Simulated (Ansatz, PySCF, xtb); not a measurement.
Torsion H3–O1–Si2–H4 in H4OSi (SMILES O[SiH3]); at each angle all else is relaxed with GFN2-xTB, and the levels are single points there.
Geometry at 60° (charge 0, multiplicity 1):
| atom | x (Å) | y (Å) | z (Å) |
|---|---|---|---|
| O | 1.0845 | -0.5062 | -0.2453 |
| Si | -0.4236 | 0.0336 | 0.0286 |
| H | 1.8567 | 0.0045 | -0.0201 |
| H | -0.6567 | 1.2829 | -0.6992 |
| H | -0.6252 | 0.2757 | 1.4587 |
| H | -1.2208 | -1.0720 | -0.4755 |
Energies count from the point at 60°.

Correlated levels freeze the cores. CBS: X⁻³ extrapolation of the correlation energy, Hartree–Fock from the larger set. Rows in 6-31G* carry no dispersion term and start afresh at each structure (6-31G* with six Cartesian d functions).

The values were computed with Ansatz (Gaussian basis) for Hartree–Fock, density functionals and correlated methods; PySCF for 6-31G* rows; xtb for the GFN methods. 

Energies in meV.

```csv
dihedral (°),GFN1-xTB,BP86/6-31G*,PBE0/def2-TZVPP,wB97M-V/def2-TZVPP,"CCSD(T)/CBS(cc-pV(T+d)Z, cc-pV(Q+d)Z)"
0,10.2,23.9,12.2,11.8,13.1
20,8.2,17.9,9.2,8.9,9.8
40,3.3,6.2,3.3,3.1,3.4
60,0.0,0.0,0.0,0.0,0.0
80,2.0,5.0,2.4,2.4,2.6
100,7.1,17.2,8.7,8.4,9.3
120,10.2,23.9,12.2,11.9,13.1
```

Ansatz is a first-principles code.
